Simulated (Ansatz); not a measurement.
Gas-phase reaction in SMILES: [OH][Zn][OH] → [OH][Zn][OH] as doublet, charge -1 (an electron is taken up)

Wanted: adiabatic electron affinity (0 K, with zero-point energies), in eV. Positive where the reaction releases energy. Terms: spin-orbit terms left out; 6-31G* and kin with 6d, 5d where marked; UHF or UKS for open shells; dispersion terms only where a functional's name holds one; non-relativistic. Ab initio and DFT rows: single points at B3LYP-D3(BJ) geometries (Ansatz, a program for electronic structure), with unscaled harmonic terms from B3LYP/6-31G* (LANL2DZ past Ar) at its own minima. The spin state of an ion or metal species was assumed, not searched.

```csv
species,coefficient,"E at B3LYP/6-31G* (Ansatz), Eh","E at wB97M-V/def2-TZVPD (Ansatz), Eh","zero-point energy, kcal/mol"
[OH][Zn][OH],+1,-1930.78944,-1931.01045,15.54
"[OH][Zn][OH] as doublet, charge -1",-1,-1930.77931,-1931.01947,14.69
```

 1 Eh = 27.2114 eV and 1 eV = 23.0605 kcal/mol.

### Question
Work the quantity out at each level.

### Answer

- B3LYP/6-31G*: the sum of coefficient times E is -0.01013 Eh, or -0.276 eV; the thermal terms add 0.037. Result: -0.24 eV.
- wB97M-V/def2-TZVPD: the sum of coefficient times E is 0.00902 Eh, or 0.245 eV; the thermal terms add 0.037. Result: 0.28 eV.
